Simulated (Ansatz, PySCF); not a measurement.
Energy difference 3 R1 + R2 → 2 P1 + P2 + P3, each structure at its B3LYP-D3(BJ)/def2-TZVP stationary point, reached from a drawn start (curvature not checked).
P1: CH4 (SMILES C), charge 0, multiplicity 1.
R1, H2 (SMILES [H][H]) (charge 0, multiplicity 1):
```xyz
2

H      0.0000     0.0000     0.3720
H      0.0000     0.0000    -0.3720
```
P2, HF (SMILES F) (charge 0, multiplicity 1, Z-matrix in Å and degrees):
```
F
H 1 0.9245
```
P3: SiH4 (SMILES [SiH4]), charge 0, multiplicity 1.
R2, C2H7FSi (SMILES C[SiH](C)F) (charge 0, multiplicity 1, Z-matrix in Å and degrees):
```
Si
F 1 1.6151
H 1 1.4822 2 106.47
C 1 1.8613 3 110.62 2 -117.30
H 4 1.0916 1 111.15 3 57.83
H 4 1.0922 5 108.13 1 -122.18
H 4 1.0929 5 107.90 6 -116.54
C 1 1.8613 3 110.62 2 117.30
H 8 1.0916 1 111.15 3 -57.83
H 8 1.0922 9 108.13 1 122.17
H 8 1.0929 9 107.90 10 116.54
```

P less R. No zero-point or thermal terms.

Codes used: Ansatz (Gaussian orbitals); PySCF for the D3/D4 terms. Each number belongs to the level named beside it.

Task: One of these levels gives 16.95 kcal/mol for the reaction energy. Which?
(A) CAM-B3LYP/def2-TZVPP
(B) r2SCAN-D3(BJ)/def2-TZVPP
(C) SVWN5/def2-TZVPP

Result: C, SVWN5/def2-TZVPP. The others give 19.70 (r2SCAN-D3(BJ)/def2-TZVPP), 13.74 (CAM-B3LYP/def2-TZVPP)

Ansatz is an electronic-structure program.
